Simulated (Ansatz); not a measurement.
Ansatz (a program for electronic structure) input (HF/6-31G*):

Ansatz 0.2 input:
```yaml
crystal:
  periodic: [false, false, false]
  atoms:
    - {symbol: F, position_ang: [1.33401473, 0.02696398, -0.16101666]}
    - {symbol: S, position_ang: [-0.03539439, -0.03547148, 0.44768858]}
    - {symbol: F, position_ang: [-0.64777230, 1.15521313, -0.22830330]}
    - {symbol: F, position_ang: [-0.62331908, -1.11911670, -0.40657085]}
basis:
  gaussian:
    orbitals: 6-31G*
hamiltonian:
  xc: {name: HF}
total_charge: 1
phonons: {temperatures: {t_min: 298.15, t_max: 298.15, t_step: 100}}
```

Output:

```
Functional definition: HF
integrals: 0.01 GiB planned
592 factors; integrals over basis functions are off by at most 6.6e-5 eV
mean field: 0.14 GiB planned
mean field evaluation 1: about -18917.7344 eV, gradient 5.6e1 eV
mean field evaluation 2: about -18917.8121 eV, gradient 5.6e1 eV
mean field evaluation 4: about -18923.0687 eV, gradient 2.6e0 eV
mean field evaluation 8: about -18923.1111 eV, gradient 4.2e-4 eV
mean field -18923.11109058 eV, -695.4115060335 hartree, gradient 8.3e-6 eV, S^2 0.000000; 0 other end points of the search recorded, 0 dependent functions left out
the calculation of the forces begins
reference -18923.11109058 eV, -695.4115060335 hartree; 21, 21 occupied and 43, 43 virtual orbitals, 592 factors
these checks for a lower state are left out or cut short: stability, starts, cluster_reference, orbital_swaps, neighbouring_geometries, increment
integrals: 0.01 GiB planned
592 factors; integrals over basis functions are off by at most 6.6e-5 eV
mean field: 0.14 GiB planned
mean field evaluation 16: about -18923.1110 eV, gradient 4.1e-4 eV
mean field -18923.11095145 eV, -695.4115009205 hartree, gradient 1.5e-6 eV, S^2 0.000000; 0 other end points of the search recorded, 0 dependent functions left out
the calculation of the forces begins
reference -18923.11095145 eV, -695.4115009205 hartree; 21, 21 occupied and 43, 43 virtual orbitals, 592 factors
these checks for a lower state are left out or cut short: stability, starts, cluster_reference, orbital_swaps, neighbouring_geometries, increment
integrals: 0.01 GiB planned
592 factors; integrals over basis functions are off by at most 6.6e-5 eV
mean field: 0.14 GiB planned
mean field -18923.11095022 eV, -695.4115008753 hartree, gradient 1.5e-6 eV, S^2 0.000000; 0 other end points of the search recorded, 0 dependent functions left out
the calculation of the forces begins
reference -18923.11095022 eV, -695.4115008753 hartree; 21, 21 occupied and 43, 43 virtual orbitals, 592 factors
these checks for a lower state are left out or cut short: stability, starts, cluster_reference, orbital_swaps, neighbouring_geometries, increment
integrals: 0.01 GiB planned
592 factors; integrals over basis functions are off by at most 6.6e-5 eV
mean field: 0.14 GiB planned
mean field -18923.11107444 eV, -695.4115054403 hartree, gradient 3.1e-6 eV, S^2 0.000000; 0 other end points of the search recorded, 0 dependent functions left out
the calculation of the forces begins
reference -18923.11107444 eV, -695.4115054403 hartree; 21, 21 occupied and 43, 43 virtual orbitals, 592 factors
these checks for a lower state are left out or cut short: stability, starts, cluster_reference, orbital_swaps, neighbouring_geometries, increment
integrals: 0.01 GiB planned
592 factors; integrals over basis functions are off by at most 6.6e-5 eV
mean field: 0.14 GiB planned
mean field evaluation 32: about -18923.1110 eV, gradient 1.1e-1 eV
mean field -18923.11107446 eV, -695.4115054409 hartree, gradient 2.8e-6 eV, S^2 0.000000; 0 other end points of the search recorded, 0 dependent functions left out
the calculation of the forces begins
reference -18923.11107446 eV, -695.4115054409 hartree; 21, 21 occupied and 43, 43 virtual orbitals, 592 factors
these checks for a lower state are left out or cut short: stability, starts, cluster_reference, orbital_swaps, neighbouring_geometries, increment
integrals: 0.01 GiB planned
592 factors; integrals over basis functions are off by at most 6.6e-5 eV
mean field: 0.14 GiB planned
mean field -18923.11105440 eV, -695.4115047038 hartree, gradient 2.0e-6 eV, S^2 0.000000; 0 other end points of the search recorded, 0 dependent functions left out
the calculation of the forces begins
reference -18923.11105440 eV, -695.4115047038 hartree; 21, 21 occupied and 43, 43 virtual orbitals, 592 factors
these checks for a lower state are left out or cut short: stability, starts, cluster_reference, orbital_swaps, neighbouring_geometries, increment
integrals: 0.01 GiB planned
592 factors; integrals over basis functions are off by at most 6.6e-5 eV
mean field: 0.14 GiB planned
mean field -18923.11105440 eV, -695.4115047038 hartree, gradient 2.1e-6 eV, S^2 0.000000; 0 other end points of the search recorded, 0 dependent functions left out
the calculation of the forces begins
reference -18923.11105440 eV, -695.4115047038 hartree; 21, 21 occupied and 43, 43 virtual orbitals, 592 factors
these checks for a lower state are left out or cut short: stability, starts, cluster_reference, orbital_swaps, neighbouring_geometries, increment
integrals: 0.01 GiB planned
592 factors; integrals over basis functions are off by at most 6.6e-5 eV
mean field: 0.14 GiB planned
mean field -18923.11090300 eV, -695.4114991402 hartree, gradient 1.7e-6 eV, S^2 0.000000; 0 other end points of the search recorded, 0 dependent functions left out
the calculation of the forces begins
reference -18923.11090300 eV, -695.4114991402 hartree; 21, 21 occupied and 43, 43 virtual orbitals, 592 factors
these checks for a lower state are left out or cut short: stability, starts, cluster_reference, orbital_swaps, neighbouring_geometries, increment
integrals: 0.01 GiB planned
592 factors; integrals over basis functions are off by at most 6.6e-5 eV
mean field: 0.14 GiB planned
mean field -18923.11090196 eV, -695.4114991017 hartree, gradient 1.9e-6 eV, S^2 0.000000; 0 other end points of the search recorded, 0 dependent functions left out
the calculation of the forces begins
reference -18923.11090196 eV, -695.4114991017 hartree; 21, 21 occupied and 43, 43 virtual orbitals, 592 factors
these checks for a lower state are left out or cut short: stability, starts, cluster_reference, orbital_swaps, neighbouring_geometries, increment
integrals: 0.01 GiB planned
592 factors; integrals over basis functions are off by at most 6.7e-5 eV
mean field: 0.14 GiB planned
mean field evaluation 64: about -18923.1107 eV, gradient 2.5e-1 eV
mean field -18923.11090498 eV, -695.4114992126 hartree, gradient 1.8e-6 eV, S^2 0.000000; 0 other end points of the search recorded, 0 dependent functions left out
the calculation of the forces begins
reference -18923.11090498 eV, -695.4114992126 hartree; 21, 21 occupied and 43, 43 virtual orbitals, 592 factors
these checks for a lower state are left out or cut short: stability, starts, cluster_reference, orbital_swaps, neighbouring_geometries, increment
integrals: 0.01 GiB planned
592 factors; integrals over basis functions are off by at most 6.6e-5 eV
mean field: 0.14 GiB planned
mean field -18923.11090612 eV, -695.4114992547 hartree, gradient 1.8e-6 eV, S^2 0.000000; 0 other end points of the search recorded, 0 dependent functions left out
the calculation of the forces begins
reference -18923.11090612 eV, -695.4114992547 hartree; 21, 21 occupied and 43, 43 virtual orbitals, 592 factors
these checks for a lower state are left out or cut short: stability, starts, cluster_reference, orbital_swaps, neighbouring_geometries, increment
integrals: 0.01 GiB planned
592 factors; integrals over basis functions are off by at most 6.6e-5 eV
mean field: 0.14 GiB planned
mean field -18923.11095564 eV, -695.4115010746 hartree, gradient 1.4e-6 eV, S^2 0.000000; 0 other end points of the search recorded, 0 dependent functions left out
the calculation of the forces begins
reference -18923.11095564 eV, -695.4115010746 hartree; 21, 21 occupied and 43, 43 virtual orbitals, 592 factors
these checks for a lower state are left out or cut short: stability, starts, cluster_reference, orbital_swaps, neighbouring_geometries, increment
integrals: 0.01 GiB planned
592 factors; integrals over basis functions are off by at most 6.6e-5 eV
mean field: 0.14 GiB planned
mean field -18923.11095678 eV, -695.4115011165 hartree, gradient 1.4e-6 eV, S^2 0.000000; 0 other end points of the search recorded, 0 dependent functions left out
the calculation of the forces begins
reference -18923.11095678 eV, -695.4115011165 hartree; 21, 21 occupied and 43, 43 virtual orbitals, 592 factors
these checks for a lower state are left out or cut short: stability, starts, cluster_reference, orbital_swaps, neighbouring_geometries, increment
integrals: 0.01 GiB planned
592 factors; integrals over basis functions are off by at most 6.6e-5 eV
mean field: 0.14 GiB planned
mean field -18923.11106171 eV, -695.4115049724 hartree, gradient 1.7e-6 eV, S^2 0.000000; 0 other end points of the search recorded, 0 dependent functions left out
the calculation of the forces begins
reference -18923.11106171 eV, -695.4115049724 hartree; 21, 21 occupied and 43, 43 virtual orbitals, 592 factors
these checks for a lower state are left out or cut short: stability, starts, cluster_reference, orbital_swaps, neighbouring_geometries, increment
integrals: 0.01 GiB planned
592 factors; integrals over basis functions are off by at most 6.6e-5 eV
mean field: 0.14 GiB planned
mean field evaluation 96: about -18923.1110 eV, gradient 1.2e-1 eV
mean field -18923.11106176 eV, -695.4115049743 hartree, gradient 1.5e-6 eV, S^2 0.000000; 0 other end points of the search recorded, 0 dependent functions left out
the calculation of the forces begins
reference -18923.11106176 eV, -695.4115049743 hartree; 21, 21 occupied and 43, 43 virtual orbitals, 592 factors
Total energy: -18923.11109058 eV, -695.4115060335 hartree
Atom 0 at     1.334015     0.026964    -0.161017 Å, force     0.000010     0.000001    -0.000005 eV/Å
Atom 1 at    -0.035394    -0.035471     0.447689 Å, force    -0.000001    -0.000002     0.000018 eV/Å
Atom 2 at    -0.647772     1.155213    -0.228303 Å, force    -0.000004     0.000009    -0.000006 eV/Å
Atom 3 at    -0.623319    -1.119117    -0.406571 Å, force    -0.000004    -0.000008    -0.000007 eV/Å
Dipole moment:    -0.037025    -0.037105     0.468309 e Å
Vibrations: 410.13 410.13 562.06 1064.91 1088.08 1088.08 cm⁻¹, zero-point energy 0.286613 eV
```

The blocks after the first are displaced geometries, from whose forces the wavenumbers follow.

The dipole moment of an ion depends on the origin.
